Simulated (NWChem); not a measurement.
Molecule: AgCl; SMILES [Cl][Ag]

Program: NWChem. def2 effective core potentials on Ag; no spin-orbit coupling. Each level has its own optimisation; frequencies are unscaled.

For level PBE-D3(BJ)/def2-SVP:

```
Property                           Result
---------------------------------  ------
highest harmonic frequency (cm⁻¹)     337
```

Q: Estimate the same quantities for level B3LYP/def2-TZVP.

A: 
| Item | Value |
|---|---|
| highest harmonic frequency (cm⁻¹) | 324 |
